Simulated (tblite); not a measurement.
Species: C₄H₃BrClFO.
SMILES with atom numbers: `[CH3:1]/[C:2]([Cl:3])=[C:4](/[F:5])[C:6](=[O:7])[Br:8]` (hydrogens: H9, H10, H11 on C1)

Computed with GFN2-xTB (tblite), gas phase: L-BFGS steps from a force-field or distance-geometry start until the largest atomic force falls under 0.01 eV/Å.

Step 9: E = -748.2306 eV
```
atom  x, y, z in Å  |  force x, y, z in eV/Å
C1     -1.3800   -0.7085   -0.0875    0.020   0.047  -0.021
C2     -0.6604    0.5833    0.0314    0.012   0.032   0.000
Cl3    -1.6552    1.9798    0.1074    0.011   0.008   0.024
C4      0.6813    0.7529    0.0812   -0.065  -0.012  -0.018
F5      1.1806    1.9946    0.2254    0.017  -0.084  -0.017
C6      1.6490   -0.3256   -0.0160   -0.128   0.056  -0.011
O7      1.4338   -1.4742   -0.2492    0.048  -0.027   0.041
Br8     3.4718    0.2808    0.2804    0.060   0.003   0.002
H9     -2.3079   -0.6527    0.4787    0.039  -0.075   0.002
H10    -1.6409   -0.8878   -1.1316    0.018  -0.003   0.006
H11    -0.7667   -1.5400    0.2536   -0.031   0.055  -0.009
```

Step 10: E = -748.2317 eV
```
atom  x, y, z in Å  |  force x, y, z in eV/Å
C1     -1.3786   -0.7070   -0.0886    0.002   0.033  -0.012
C2     -0.6609    0.5857    0.0303   -0.060   0.017   0.012
Cl3    -1.6551    1.9833    0.1095    0.019  -0.011   0.018
C4      0.6798    0.7522    0.0807   -0.049   0.003  -0.019
F5      1.1825    1.9917    0.2244    0.021  -0.049  -0.012
C6      1.6448   -0.3262   -0.0153   -0.051  -0.046  -0.031
O7      1.4368   -1.4771   -0.2475    0.010   0.042   0.053
Br8     3.4672    0.2824    0.2795    0.078   0.011   0.007
H9     -2.3054   -0.6563    0.4794    0.022  -0.052  -0.004
H10    -1.6392   -0.8875   -1.1324    0.012  -0.001   0.003
H11    -0.7665   -1.5385    0.2537   -0.005   0.054  -0.015
```

Problem. Estimate the geometry and energy of step 11. (The exact step hangs on the optimiser's Hessian estimate; all steps are aligned on step 10, rigid shifts and turns removed.)

Solution. E = -748.2324 eV, largest force 0.080 eV/Å
```
atom  x, y, z in Å  |  force x, y, z in eV/Å
C1     -1.3779   -0.7056   -0.0894   -0.015   0.012  -0.006
C2     -0.6621    0.5874    0.0300   -0.078   0.009   0.014
Cl3    -1.6548    1.9850    0.1110    0.007  -0.003   0.017
C4      0.6781    0.7517    0.0800   -0.022   0.004  -0.019
F5      1.1839    1.9891    0.2237    0.019  -0.015  -0.009
C6      1.6416   -0.3266   -0.0153    0.015  -0.074  -0.027
O7      1.4384   -1.4785   -0.2457   -0.017   0.048   0.050
Br8     3.4663    0.2836    0.2792    0.063   0.012   0.005
H9     -2.3036   -0.6593    0.4797    0.000  -0.035  -0.003
H10    -1.6380   -0.8874   -1.1327    0.006   0.001  -0.007
H11    -0.7665   -1.5367    0.2535    0.021   0.041  -0.015
```

The energy changes by -0.0007 eV. The first-order estimate −F·Δx gives -0.0009 eV and the mean of the old and new forces, exact on a quadratic surface, -0.0006 eV. The step makes an angle of 52° with the force vector and moves no atom by more than 0.003 Å.

What follows is the cost of the whole relaxation. Time: 0.92 s wall. Hardware: Arm Neoverse N1, one thread, no GPU, on a shared host.
